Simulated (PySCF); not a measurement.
How methods differ on the excitation energy of F(2+)

F(2+) [He] 2s2 2p3 (4S) → F(2+) [He] 2s1 2p4 (4P), as a difference of total energies. All numbers are calculated (PySCF 2.14, scalar relativity by spin-free X2C-1e, in dyall-acv3z (15s9p4d2f, 76 functions)). Correlated levels: valence: 1s2 frozen; valence and next inner shell: nothing frozen; virtual orbitals above 40 to 60 times the deepest correlated orbital energy dropped. The calculations carry no spin-orbit coupling.

```csv
method,excitation energy (eV)
UHF,18.914
LDA,18.117
PBE,17.826
PBE0,18.180
r2SCAN,17.817
revPBE,17.782
BLYP,17.867
M06-L,18.137
CAM-B3LYP,18.326
MP2 (valence),19.000
SCS-MP2 (valence),19.016
MP2 (valence and next inner shell),18.978
SCS-MP2 (valence and next inner shell),19.012
```

**Question.** How much does correlation contribute at MP2 (valence and next inner shell)?

**Answer.** 18.978 − (18.914) = 0.064 eV, measured against UHF.

A first-order spin-orbit estimate (lowest level to lowest level, LS coupling) adds -0.023 eV.
